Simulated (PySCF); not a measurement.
A side-by-side comparison of computed properties.

First species: C2H3P.
SMILES: `C1=CP1`

Second species: C₆H₄FN₃.
Geometry (GFN2-xTB, Å), atoms numbered from 1 in this order:
```xyz
14
C6H4FN3 angstrom
F      2.815    1.404   -0.491
C      1.661    0.744   -0.259
C      1.769   -0.575    0.230
C      0.653   -1.318    0.492
C     -0.590   -0.716    0.256
N     -1.844   -1.168    0.410
N     -2.585   -0.163    0.032
N     -1.980    0.926   -0.364
C     -0.678    0.627   -0.241
C      0.476    1.377   -0.506
H      2.759   -0.973    0.389
H      0.710   -2.327    0.866
H     -3.594   -0.224    0.044
H      0.429    2.385   -0.879
```

Levels: CAM-B3LYP/def2-SVPD for dipole moment, HOMO energy, LUMO energy, HOMO–LUMO gap, static isotropic polarisability and electronic spatial extent ⟨r²⟩ about the centre of nuclear charge; TDDFT CAM-B3LYP/def2-SVPD for lowest singlet excitation; TDA CAM-B3LYP/def2-SVPD for lowest triplet excitation (Tamm–Dancoff); GFN2-xTB for rotational constant A and rotational constant C. Geometries: GFN2-xTB. Each structure is a single optimised conformer of the isolated species, non-relativistic unless stated. Electronic properties by PySCF.

```csv
property,column X,column Y
dipole moment,1.60 D,1.38 D
HOMO energy,-8.21 eV,-8.12 eV
LUMO energy,-0.75 eV,0.71 eV
HOMO–LUMO gap,7.46 eV,8.83 eV
lowest singlet excitation,4.82 eV,5.25 eV
lowest triplet excitation (Tamm–Dancoff),3.07 eV,3.91 eV
static isotropic polarisability,87.4 au,45.2 au
electronic spatial extent ⟨r²⟩ about the centre of nuclear charge,1272 bohr²,189 bohr²
rotational constant A,3.656 GHz,29.946 GHz
rotational constant C,0.818 GHz,8.310 GHz
```

Q: Which column belongs to which species?

A: Column X is the second species and column Y the first. The first has 6 atoms and 30 electrons, the second 14 and 70.

Q: How does each property change from the first species to the second?

A: dipole moment +0.22 D; HOMO energy -0.09 eV; LUMO energy -1.46 eV; HOMO–LUMO gap -1.37 eV; lowest singlet excitation -0.43 eV; lowest triplet excitation (Tamm–Dancoff) -0.84 eV; static isotropic polarisability +42.2 au; electronic spatial extent ⟨r²⟩ about the centre of nuclear charge +1083 bohr²; rotational constant A -26.290 GHz; rotational constant C -7.492 GHz.

On the first: The polarisability is 6.70 Å³ as a volume (1 au = 0.148185 Å³), or 1.51 au for each of the 30 electrons. S1 lies 3.58 eV below the HOMO–LUMO gap; its leading configuration is HOMO→LUMO, weight 0.92.

On the second: S1 lies 2.64 eV below the HOMO–LUMO gap; its leading configuration is HOMO→LUMO, weight 0.94. The vertical singlet–triplet gap S1 − T1 is 1.75 eV (TDDFT singlet less Tamm–Dancoff triplet; S1: HOMO→LUMO, weight 0.94; T1: HOMO→LUMO, weight 0.91).
